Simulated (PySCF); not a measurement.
## Electronic structure of Ni⁺ (nickel, charge +1) at the UHF level

Configuration: [Ar] 3d9, 2D determinant. All numbers are calculated (PySCF 2.14, the non-relativistic Hamiltonian (point nucleus), in pcseg-2 (6s4p3d2f1g, 56 functions)).

```json
{
 "Total energy": "-1506.566879 hartree",
 "One-electron energy": "-2091.4153 hartree",
 "Hartree (Coulomb) energy": "646.6053 hartree",
 "Exchange energy": "-61.7569 hartree",
 "Kinetic energy": "1508.49853 hartree",
 "⟨S²⟩": "0.7525",
 "⟨L²⟩": "6.019",
 "Sum of ⟨r⟩": "17.48 bohr",
 "Sum of ⟨r²⟩": "19.18 bohr²",
 "Traceless quadrupole moment −½Σ⟨3z² − r²⟩ along its main axis": "-0.457 e·bohr²",
 "Density at the nucleus (Gaussians lack the cusp)": "14800 bohr⁻³",
 "Spin density at the nucleus": "0.0482 bohr⁻³",
 "Langevin diamagnetic susceptibility": "-15.2 ×10⁻⁶ cm³/mol",
 "Time after the integrals": "0.38 s of wall time on 1 thread of Neoverse-V1 (shared host)"
}
```

```tsv
shell	electrons	mean orbital energy (hartree)	spread (hartree)	rms radius, mean of both spins (bohr)
1s α	1	-305.61159	0	0.0635
1s β	1	-305.61068	0	0.0635
2s α	1	-37.92652	0	0.269
2s β	1	-37.88808	0	0.269
2p α	3	-32.95813	0.03799	0.240
2p β	3	-32.92046	0.00153	0.240
3s α	1	-5.00422	0	0.812
3s β	1	-4.90656	0	0.812
3p α	3	-3.42587	0.07801	0.863
3p β	3	-3.30852	0.05326	0.863
3d α	5	-0.79582	0.09522	1.20
3d β	4	-0.73819	0.07523	1.20
```
